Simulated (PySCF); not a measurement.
CH₂I, SMILES [CH2]I (connectivity only; charge and spin as stated), charge +1, multiplicity 1.

Geometry: PBE0-D3(BJ)/def2-TZVP. The multiplicity is an assumed one; other spin states were not compared. The isomer is the one that the SMILES or the coordinates give; other isomers of the formula were not compared. The def2 effective core potentials stand for the cores of I; spin–orbit coupling is left out.

The numbers are results of PySCF 2.14.0 with PBE0-D3(BJ)/def2-TZVP, not measurements.

Frequencies are harmonic and unscaled.

```json
[
 {"mode": "1", "ν (cm⁻¹)": "780", "IR (km/mol)": "50.6", "moving atoms (share of kinetic energy)": "C 76 %, H 14 %, I 10 %"},
 {"mode": "2", "ν (cm⁻¹)": "886", "IR (km/mol)": "2.5", "moving atoms (share of kinetic energy)": "H 87 %, C 12 %"},
 {"mode": "3", "ν (cm⁻¹)": "1020", "IR (km/mol)": "40.4", "moving atoms (share of kinetic energy)": "H 78 %, C 22 %"},
 {"mode": "4", "ν (cm⁻¹)": "1414", "IR (km/mol)": "0.0", "moving atoms (share of kinetic energy)": "H 88 %, C 12 %"},
 {"mode": "5", "ν (cm⁻¹)": "3124", "IR (km/mol)": "33.5", "moving atoms (share of kinetic energy)": "H 96 %"},
 {"mode": "6", "ν (cm⁻¹)": "3263", "IR (km/mol)": "51.2", "moving atoms (share of kinetic energy)": "H 89 %, C 11 %"}
]
```
